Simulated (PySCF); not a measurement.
**Stationary points of WS₃**

Method: PBE0/[W def2-SVP with ECP60, S def2-SVP], scalar-relativistic core potentials, density fitting, no spin–orbit coupling, PySCF.

Relaxations began from a few typed shapes. The search is not exhaustive: other isomers or separated fragments can lie lower, and high-lying points may rest on an excited occupation.

| spin | group | bonds | angles | imaginary modes (cm⁻¹) | ΔE (kJ/mol) | ΔE with ZPE (kJ/mol) |
| --- | --- | --- | --- | --- | --- | --- |
| singlet | C3v | W–S 2.133 Å (×3) | S–W–S 107.3° (×3) | none | 0.0 | 0.0 |
| singlet | D3h | W–S 2.154 Å (×3) | S–W–S 120.0° (×3) | 191i | 88.3 | – |

The lowest minimum found is the singlet C3v: W–S 2.133 Å (×3); S–W–S 107.3° (×3).

Formally W is in oxidation state +6, d0. A d0 centre has no lone pair, yet it is C3v rather than trigonal planar: covalent bonding through the d orbitals favours lower symmetry. The polar-tensor charge on W, 1.15, is far below the formal one.

For the lowest minimum: stability towards spin polarisation was not tested. With an element this heavy the missing spin–orbit coupling can shift these numbers.
